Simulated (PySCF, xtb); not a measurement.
(3R,4R)-3,4-difluorocyclobutene (C4H4F2), SMILES F[C@@H]1C=C[C@H]1F.

GFN2-xTB (xtb 6.7.1) at its own geometry gives an orbital gap of 5.12 eV and a dipole moment of 2.16 D.

Coordinates come from a PBE-D3(BJ)/def2-SVP optimisation.

Q: What does PBE/def2-TZVP run with PySCF give? (The exact figures need the calculation; the answer reports its results.)

A: gap 5.39 eV (levels -7.21 and -1.82 eV), dipole 1.88 D.
